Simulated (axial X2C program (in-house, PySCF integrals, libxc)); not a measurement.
## Spin–orbit effects along a row: molecules with As (ions), PBE0

Computed with an in-house relativistic program for diatomic molecules, spin-free (one-electron X2C) or two-component (2c: spin–orbit coupling with atomic mean-field Coulomb and Gaunt terms, which also bring small scalar terms), in Dyall basis sets with cores contracted in-house; open shells are unrestricted.

Basis sets: As dyall-acv3z, B dyall-av3z, C dyall-av3z, F dyall-av3z, Li dyall-av3z, O dyall-av3z.

```tsv
molecule	spin-free state	Re (Å)	ωe (cm⁻¹)	De (eV)	2c state	Re 2c (Å)	ωe 2c (cm⁻¹)	De 2c (eV)
LiAs⁻	M_S = 3/2, Λ = 0	2.526	352.0	1.57	Ω = 3/2	2.508	333.8	n/a
BAs⁻	M_S = 1/2, Λ = 0	1.793	884.9	4.82	Ω = 1/2	1.793	883.4	n/a
AsC⁻	M_S = 0, Λ = 0	1.702	1017.4	5.66	Ω = 0	1.702	1016.3	5.65
AsO⁻	M_S = 1, Λ = 0	1.678	857.2	4.81	Ω = 1	1.678	856.7	4.80
AsF⁻	M_S = 1/2, Λ = 1	1.833	541.3	1.80	Ω = 3/2	1.835	537.5	1.86
```

Fragments in 2c: As- + Li, As- + B, As + C-, As + O-, As + F-. Each entry is the lowest single determinant of a limited PBE0 search at one distance. De goes to single-determinant-based atoms at the same level (for ions the charge split of lowest energy) and is withheld (n/a) where an atom does not fit its ground term or J level. Main or longest-lived isotopes. One determinant is a doubtful description, or other states lie close, for LiAs⁻, AsO⁻; these need not be ground states, and all values refer to the states named. Some open-shell Ω = 0 determinants are out of reach, so the Ω given for AsO⁻ need not be the lowest component. With several unpaired electrons the Ω given is that of one determinant, not necessarily of the lowest component. Some light 2c atoms are not at their ground J level, so De misses part of their lowering (0.04 eV or less). The functionals have no current term, which raises determinants with orbital currents.
